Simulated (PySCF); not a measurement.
# Sn₂ at r²SCANh

Level: r²SCANh. Sn def2-SVP with ECP28; scalar-relativistic core potentials (PySCF 2.14).

```
state                          : ³Σg⁻ (triplet), unpaired electrons π ↑↑
bond length                    : 2.759 Å
harmonic wavenumber            : 196 cm⁻¹
force constant                 : 1.35 mdyn/Å
rotational constant Be         : 0.03694 cm⁻¹
anharmonicity ωexe             : 0.307 cm⁻¹
vibration–rotation constant αe : 8.67e-05 cm⁻¹
well depth De to Sn + Sn       : 2.37 eV
dissociation energy D0         : 2.36 eV
bond order (Mayer)             : 1.98
```

Spin–orbit coupling is left out, which matters for elements this heavy, above all for dissociation energies. The state is the lowest determinant that a PBE0 search found; another state may lie lower at other levels.
